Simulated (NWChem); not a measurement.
Molecule: C$_{4}$H$_{4}$F$_{2}$O; SMILES O=C1C[C@H](F)[C@@H]1F

```xyz
11

O      0.0035    -2.0453    -0.7822
C     -0.2032    -1.0609    -0.1462
C     -1.4358    -0.1905     0.1372
C     -0.4633     0.9736     0.3822
F     -0.2487     1.6595    -0.7799
C      0.6726    -0.0469     0.6004
F      1.9115     0.2487     0.1706
H     -1.9998    -0.5105     1.0269
H     -2.1259    -0.0510    -0.7070
H     -0.6782     1.6892     1.1892
H      0.6959    -0.3452     1.6672
```
Atoms are numbered in this order, from 1.

Computed with NWChem. The geometry was optimised at PBE0/def2-SVP. Level: PBE0/def2-SVP with SMD (1 M gas to 1 M solution), gas-phase geometry.

For solvent toluene:

| Item | Value |
|---|---|
| cavity-dispersion-structure term (kcal/mol) | -2.0 |
| dipole in solution (D) | 4.47 |

### Question
Estimate the same quantities for solvent water.

### Answer
cavity-dispersion-structure term (kcal/mol): 4.3
dipole in solution (D): 5.26
